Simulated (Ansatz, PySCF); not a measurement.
Process, species as SMILES: NC=O → [NH-]C=O + H+
Geometries: B3LYP-D3(BJ)/def2-TZVP minima from Ansatz (an electronic-structure program), one conformer each, not searched for the lowest.
Geometry of the first species:
SMILES: NC=O
```xyz
6

N     -1.0698     0.1943     0.1075
C      0.2724     0.3136    -0.0479
O      1.0507    -0.6113    -0.0819
H     -1.4767    -0.7220     0.2042
H     -1.6667     1.0020     0.1281
H      0.5920     1.3678    -0.1427
```

Quantity: gas-phase deprotonation energy (0 K, with B3LYP-D3(BJ) harmonic zero-point energies from PySCF), in eV. Correlated levels leave the core frozen unless marked. Spin-orbit coupling is left out. No relativistic terms. FCI takes restricted orbitals. Anions need diffuse functions: aug- sets have them; def2-D sets add few; the other sets have none. Basis-set limits of correlation are two-point, X^-3; Hartree-Fock from the larger set. The bracket is a focal-point correction in the basis named.

```json
[
 {"level": "HF-D3(BJ)/def2-TZVPD", "program": "PySCF + dftd3", "gas-phase deprotonation energy (eV)": "16.20"},
 {"level": "revPBE/def2-TZVPD", "program": "Ansatz", "gas-phase deprotonation energy (eV)": "15.67"},
 {"level": "TPSS/def2-TZVPD", "program": "PySCF", "gas-phase deprotonation energy (eV)": "(withheld)"},
 {"level": "M06-L/def2-TZVPD", "program": "PySCF", "gas-phase deprotonation energy (eV)": "(withheld)"},
 {"level": "B3LYP-D3(BJ)/def2-TZVPD", "program": "Ansatz + dftd3", "gas-phase deprotonation energy (eV)": "15.73"},
 {"level": "B3LYP-D4/def2-TZVPD", "program": "Ansatz + dftd4", "gas-phase deprotonation energy (eV)": "15.70"},
 {"level": "B3LYP/def2-TZVPD", "program": "PySCF", "gas-phase deprotonation energy (eV)": "15.71"},
 {"level": "PBE0-D3(BJ)/def2-TZVP", "program": "Ansatz + dftd3", "gas-phase deprotonation energy (eV)": "15.95"},
 {"level": "PBE0/def2-TZVP", "program": "Ansatz", "gas-phase deprotonation energy (eV)": "15.94"},
 {"level": "PW6B95-D4/def2-TZVPD", "program": "PySCF + dftd4", "gas-phase deprotonation energy (eV)": "(withheld)"},
 {"level": "wB97X-V/def2-TZVPD", "program": "Ansatz", "gas-phase deprotonation energy (eV)": "15.79"},
 {"level": "RPA@PBE/cc-pVTZ", "program": "Ansatz", "gas-phase deprotonation energy (eV)": "16.24"},
 {"level": "SCS-MP2/6-31G*", "program": "Ansatz", "gas-phase deprotonation energy (eV)": "16.34"},
 {"level": "SCS-MP2/cc-pVTZ", "program": "Ansatz", "gas-phase deprotonation energy (eV)": "16.13"},
 {"level": "FCI/STO-3G", "program": "Ansatz", "gas-phase deprotonation energy (eV)": "20.71"},
 {"level": "RI-MP2/CBS(aug-cc-pVTZ,aug-cc-pVQZ)+[CCSD(T)-MP2]/aug-cc-pVTZ", "program": "Ansatz", "gas-phase deprotonation energy (eV)": "15.70"}
]
```

**Question.** What belongs in the gaps?

**Answer.** 
- TPSS/def2-TZVPD, gas-phase deprotonation energy (eV): 15.74
- M06-L/def2-TZVPD, gas-phase deprotonation energy (eV): 15.87
- PW6B95-D4/def2-TZVPD, gas-phase deprotonation energy (eV): 15.78
